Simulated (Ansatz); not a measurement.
Program: Ansatz. Geometries: PBE0-D4/def2-TZVP. ΔE: electronic, gas phase. CCSD(T)/CBS is the MP2 limit (def2-TZVPP, def2-QZVPP) plus CCSD(T) − MP2 in def2-TZVPP, frozen cores. DFT in def2-TZVPP. B3LYP here is the variant with VWN-RPA as its local correlation; programs differ in this. For Se outer-core shells are correlated without core-valence functions, which leaves a few kJ/mol of doubt a bond. Scalar relativity is left out up to krypton. One conformer a species, not always the lowest.

`CC([SiH3])[SeH]` → `CC[Se][SiH3]`  (isomerisation)

| level | ΔE (kJ/mol) | difference from CCSD(T)/CBS |
| --- | --- | --- |
| BLYP-D4 | -65.2 | 1.2 |
| r2SCAN-D4 | -69.5 | -3.1 |
| B3LYP-D4 | -67.0 | -0.6 |
| ωB97M-V | -64.6 | 1.8 |
| BHLYP | -72.0 | -5.6 |
| RPA@PBE/def2-TZVPP | -60.2 | 6.2 |
| MP2/def2-SVP | -62.7 | 3.7 |
| CCSD(T)/def2-SVP | -60.3 | 6.1 |
| HF/def2-TZVPP | -75.8 | -9.4 |
| MP2/def2-QZVPP | -67.1 | -0.7 |
| CCSD(T)/CBS | -66.4 | 0 |

Largest T1 diagnostic among the species: 0.010.

The D4 term adds +4.3 kJ/mol with B3LYP and +2.2 kJ/mol with PBE0; it sums over pairs of atoms, weighted by their polarisabilities, and B3LYP, whose exchange is more repulsive, gets the larger term. Leaving LDA and LC-ωPBE aside and taking each functional with its dispersion term where it has one, the values, not all of them listed here, spread over 6.0 kJ/mol, from r2SCAN0-D4 to ωB97M-V. LDA lies +9.4 kJ/mol from PBE without D4. In def2-TZVPP, CCSD(T) changes the Hartree–Fock value by +12.3 kJ/mol (the triples alone add +1.2 kJ/mol) and MP2 by +10.2 kJ/mol.

CCSD(T)/CBS has its own doubt, a few kJ/mol and more with outer-core shells, so smaller differences from it don't rank the levels.
